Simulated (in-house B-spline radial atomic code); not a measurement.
# Ionising Au²¹⁺ with different functionals

Computed with an all-electron radial atomic-structure program (B-spline basis): scalar-relativistic (spin-free X2C) Hamiltonian, Fermi nucleus of rms radius 5.4371 fm, spin-polarised at highest spin, spherical fractional occupations for the functionals. The ionisation energy is the difference of two self-consistent energies, [Kr] 4d10 4f12 → [Kr] 4d10 4f11, without Breit or QED terms; ε is the level of the shell that loses the electron (its least bound occupied spin orbital). There is no spin-orbit coupling in this Hamiltonian.

Hybrids are left out here: with spherical fractional occupations of an open shell their exact exchange keeps a self-interaction that integer-occupation calculations don't have.

```json
{"method": "LDA exchange-only", "rung": "LDA", "ΔSCF (eV)": "611.15", "-ε(4f) (eV)": "588.66"}
{"method": "LDA VWN5", "rung": "LDA", "ΔSCF (eV)": "?", "-ε(4f) (eV)": "?"}
{"method": "PW91", "rung": "GGA", "ΔSCF (eV)": "613.67", "-ε(4f) (eV)": "591.15"}
{"method": "TPSS", "rung": "meta-GGA", "ΔSCF (eV)": "?", "-ε(4f) (eV)": "?"}
```

(1) What does LDA VWN5 give?

(2) What does TPSS give?

(3) How do they compare with the NIST value?

Answers

(1) ΔSCF 613.94 eV, and -ε(4f) = 591.41 eV.

(2) ΔSCF 612.94 eV, and -ε(4f) = 590.45 eV.

(3) NIST lists 600 eV ± 30 (tabulated theory, ground level to ground level). Errors run from +11.15 to +13.94 eV; all lie within about twice that uncertainty, so the table can't rank the methods.
